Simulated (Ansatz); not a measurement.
Computed with Ansatz on PBE0-D4/def2-TZVP structures; ΔE is electronic, products minus reactants. CCSD(T)/CBS is the MP2 limit (def2-TZVPP, def2-QZVPP) plus CCSD(T) − MP2 in def2-TZVPP, frozen cores. This one scheme is used for every species. Functionals use def2-TZVPP. B3LYP here is the variant with VWN-RPA as its local correlation; programs differ in this. Elements past krypton have def2 core potentials. For Sn outer-core shells are correlated without core-valence functions, which leaves a few kJ/mol of doubt a bond. One conformer a species, not always the lowest.

`C[SiH](F)[SnH3]` + `N[SiH3]` → `C[SiH](F)N[SiH3]` + `[SnH4]`  (cleavage of the Si–Sn bond)

`C[SiH](F)[SnH3]`:

```xyz
11

C     0.466   -1.303   -1.179
Si   -0.736   -0.553    0.026
F    -0.986   -1.598    1.225
Sn    0.133    1.641    1.044
H     1.435   -1.488   -0.711
H     0.082   -2.249   -1.569
H     0.619   -0.623   -2.022
H    -2.053   -0.334   -0.632
H     1.647    1.412    1.802
H    -0.950    2.280    2.199
H     0.343    2.814   -0.183
```

`N[SiH3]`:

```xyz
7

N    -0.959   -0.455    0.109
Si    0.546    0.336   -0.154
H    -1.514   -0.214    0.914
H    -1.050   -1.435   -0.105
H     0.322    1.799   -0.025
H     1.649   -0.029    0.786
H     1.006   -0.002   -1.526
```

`C[SiH](F)N[SiH3]`:

Z-matrix (Å, degrees):
```
C
Si 1 1.850
H 1 1.093 2 110.0
H 1 1.092 2 110.9 3 119.8
H 1 1.092 2 111.4 3 -119.5
F 2 1.606 1 107.0 3 58.1
N 2 1.713 1 112.2 3 -179.7
H 2 1.483 1 113.4 3 -58.0
Si 7 1.730 2 130.5 1 -38.4
H 7 1.011 2 114.0 1 150.7
H 9 1.484 7 107.6 2 3.7
H 9 1.487 7 111.7 2 -116.3
H 9 1.488 7 111.4 2 123.3
```

`[SnH4]`:

Z-matrix (Å, degrees):
```
Sn
H 1 1.704
H 1 1.704 2 109.5
H 1 1.704 2 109.5 3 -120.0
H 1 1.704 2 109.5 3 120.0
```

```tsv
level	ΔE (kcal/mol)	difference from CCSD(T)/CBS
r2SCAN-D4	-15.5	-0.2
PBE0-D4	-14.0	1.3
ωB97M-V	-16.9	-1.6
PBE	-11.7	3.6
r2SCAN	-15.3	0.0
PBE0	-13.3	2.0
B3LYP	-14.6	0.7
HF/def2-TZVPP	-18.8	-3.5
SCS-MP2/def2-TZVPP	-17.6	-2.3
CCSD/def2-TZVPP	-17.3	-2.0
HF/def2-QZVPP	-19.0	-3.7
MP2/def2-QZVPP	-16.2	-0.9
SCS-MP2/def2-QZVPP	-16.7	-1.4
HF/CBS(def2)	-19.0	-3.7
MP2/CBS(def2)	-15.3	0.0
CCSD/CBS(def2)	-15.5	-0.2
CCSD(T)/CBS	-15.3	0
```

Largest T1 diagnostic among the species: 0.013.

From PBE to PBE0 (25 % exact exchange), in def2-TZVPP and without D4, ΔE moves by −1.6 kcal/mol. In def2-TZVPP, CCSD(T) changes the Hartree–Fock value by +1.7 kcal/mol (the triples alone add +0.1 kcal/mol) and MP2 by +1.7 kcal/mol. The D4 term adds −1.2 kcal/mol with B3LYP and −0.7 kcal/mol with PBE0; it sums over pairs of atoms, weighted by their polarisabilities, and B3LYP, whose exchange is more repulsive, gets the larger term.
